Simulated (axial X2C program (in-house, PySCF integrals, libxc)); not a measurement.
# Excited states of KF by EOM-EE-CCSD

Calculated with an axial X2C code built on PySCF integrals: two-component X2C with atomic mean-field Coulomb and Gaunt terms, Gaussian nuclei, basis K dyall-acv3z, F dyall-av3z with contracted cores.

R = 2.166 Å (near the PBE0 minimum at charge 0 of the determinant lowest at the starting distance; the state shown can have its own minimum elsewhere).

Hartree–Fock spinors of KF (one of each Kramers pair; a window near the gap, which can cut inner shells):

| ω | occupied | ε (eV) | character |
| --- | --- | --- | --- |
| 1/2 | yes | -25.22 | 99% K p |
| 3/2 | yes | -24.99 | 100% K p |
| 1/2 | yes | -24.78 | 94% K p, 3% F p |
| 1/2 | yes | -11.51 | 92% F p, 3% K d, 3% K p |
| 1/2 | yes | -11.39 | 97% F p, 2% K d |
| 3/2 | yes | -11.36 | 97% F p |
| 1/2 | no | -0.24 | 68% K s, 31% K p |
| 1/2 | no | 0.14 | 98% K p, 2% K d |
| 3/2 | no | 0.14 | 98% K p, 2% K d |
| 1/2 | no | 0.18 | 64% K p, 36% K s |
| 1/2 | no | 0.34 | 62% K s, 35% K p, 3% K d |
| 1/2 | no | 0.52 | 85% K p, 15% K d |

Vertical excitation energies from the closed-shell determinant state of KF:

```json
{"Ω": "0⁻", "excitation (eV)": "6.004", "cm⁻¹": "48422", "hole of the leading pair": "85% F pσ, 7% F pπ", "particle of the leading pair": "78% K sσ, 21% K pσ", "weight of the pair (for Ω = 0 its time-reversed partner can hold as much again)": "0.47", "singles weight": "0.93"}
{"Ω": "1", "excitation (eV)": "6.004", "cm⁻¹": "48425", "hole of the leading pair": "86% F pσ, 7% F pπ", "particle of the leading pair": "78% K sσ, 21% K pσ", "weight of the pair (for Ω = 0 its time-reversed partner can hold as much again)": "0.93", "singles weight": "0.93"}
{"Ω": "0⁺", "excitation (eV)": "6.037", "cm⁻¹": "48692", "hole of the leading pair": "73% F pσ, 20% F pπ", "particle of the leading pair": "78% K sσ, 20% K pσ", "weight of the pair (for Ω = 0 its time-reversed partner can hold as much again)": "0.47", "singles weight": "0.93"}
{"Ω": "2", "excitation (eV)": "6.047", "cm⁻¹": "48773", "hole of the leading pair": "97% F pπ", "particle of the leading pair": "79% K sσ, 20% K pσ", "weight of the pair (for Ω = 0 its time-reversed partner can hold as much again)": "0.93", "singles weight": "0.93"}
{"Ω": "0⁻", "excitation (eV)": "6.088", "cm⁻¹": "49103", "hole of the leading pair": "90% F pπ, 7% F pσ", "particle of the leading pair": "79% K sσ, 20% K pσ", "weight of the pair (for Ω = 0 its time-reversed partner can hold as much again)": "0.47", "singles weight": "0.93"}
{"Ω": "1", "excitation (eV)": "6.093", "cm⁻¹": "49142", "hole of the leading pair": "90% F pπ, 6% F pσ", "particle of the leading pair": "78% K sσ, 20% K pσ", "weight of the pair (for Ω = 0 its time-reversed partner can hold as much again)": "0.92", "singles weight": "0.93"}
{"Ω": "0⁺", "excitation (eV)": "6.093", "cm⁻¹": "49143", "hole of the leading pair": "77% F pπ, 19% F pσ", "particle of the leading pair": "78% K sσ, 20% K pσ", "weight of the pair (for Ω = 0 its time-reversed partner can hold as much again)": "0.47", "singles weight": "0.93"}
{"Ω": "2", "excitation (eV)": "7.512", "cm⁻¹": "60588", "hole of the leading pair": "97% F pπ", "particle of the leading pair": "90% K pπ, 10% K dπ", "weight of the pair (for Ω = 0 its time-reversed partner can hold as much again)": "0.75", "singles weight": "0.94"}
{"Ω": "3", "excitation (eV)": "7.513", "cm⁻¹": "60594", "hole of the leading pair": "97% F pπ", "particle of the leading pair": "90% K pπ, 9% K dπ", "weight of the pair (for Ω = 0 its time-reversed partner can hold as much again)": "0.94", "singles weight": "0.94"}
{"Ω": "2", "excitation (eV)": "7.513", "cm⁻¹": "60599", "hole of the leading pair": "66% F pσ, 28% F pπ", "particle of the leading pair": "89% K pπ, 11% K dπ", "weight of the pair (for Ω = 0 its time-reversed partner can hold as much again)": "0.76", "singles weight": "0.94"}
```

This point took 74 s on 1 thread of Arm Neoverse V2, on a shared host.

Reference electrons by ω block (each with its −ω partner): 1/2: 11, 3/2: 3. 16 electrons of KF correlated (inner shells frozen), 88 natural virtual spinors (a truncated set); levels can be off by some tenths of an eV. Roots sought by Ω: (0: 5, 1: 4, 2: 3, 3: 1); the list ends where they run out and leaves out roots under 60 % singles weight. The solver can skip a root, and states that need a further excitation, which the method places far too high, are missing though they may lie low or lowest. T1 of the reference 0.010 (Lee–Taylor). Some roots did not converge and are left out. Number of frozen shells: K 2 s, 1 p; F 1 s.
